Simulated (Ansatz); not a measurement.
The same path of Cl2Zn + H4Si (8 atoms, charge 0, multiplicity 1) was run twice with different band settings. Lost on the way: Zn1–Cl2, Si4–H8. Made: Zn1–Si4, Cl2–H8.

Theory: RKS BLYP/def2-SVP (Ansatz 0.2.0).

Relaxed end points:

```xyz
8
Properties=species:S:1:pos:R:3
Zn 0.513 0.059 0.348
Cl 1.664 -0.117 2.129
Cl -0.314 0.273 -1.611
Si -2.961 -0.041 1.060
H -3.259 -1.133 0.086
H -3.791 -0.197 2.298
H -3.178 1.307 0.452
H -1.509 -0.150 1.474
```

```xyz
8
Properties=species:S:1:pos:R:3
Zn -0.869 -0.048 -0.473
Cl 0.735 0.193 2.163
Cl 0.877 -0.076 -1.730
Si -2.968 -0.012 0.619
H -4.034 -0.775 -0.118
H -2.863 -0.615 1.997
H -3.463 1.397 0.803
H -0.250 -0.064 2.975
```

Common settings: spring 5.0 eV/Å²; optimiser quadratic models (default); start path through a guess of the saddle point; force threshold 0.05 eV/Å; iteration limit 60; end points relaxed.

| run | movable images | climbing image |
| --- | --- | --- |
| 1 | 9 | yes |
| 2 | 1 | no |

Question: What does each run give, and how far can it be trusted?

Answer: Run 1: converged after 9 iterations, highest image 1.616 eV above the first end. A vibrational analysis at the climbing image gives one clearly imaginary mode, 851i cm⁻¹: a first-order saddle point.
Run 2: converged after 30 iterations, highest image 1.075 eV above the first end. No image climbed, so the highest image needn't sit at the top of the path. A band with more images between the same ends climbed to 1.62 eV, so this one has probably stepped over the top. So few images can step over the top or miss a turn of the path.
The orbitals stay closed-shell, which can raise the energy where a bond breaks towards radicals; this wasn't checked here.
